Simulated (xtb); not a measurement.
Species: CH$_{3}$Si, SMILES `C=[SiH-]` (charge -1, multiplicity 1).

Question: Give a relaxed geometry from GFN2-xTB run with xtb 6.7.1.

Answer: the end point of this relaxation (outside a Z-matrix the atoms follow the SMILES, hydrogens last).
Bonded distances (Å): C1–Si2 1.761, C1–H3 1.100, C1–H4 1.096, Si2–H5 1.555. Bond angles (°): Si2–C1–H3 126.6, Si2–C1–H4 121.2, H3–C1–H4 112.2, C1–Si2–H5 104.4.
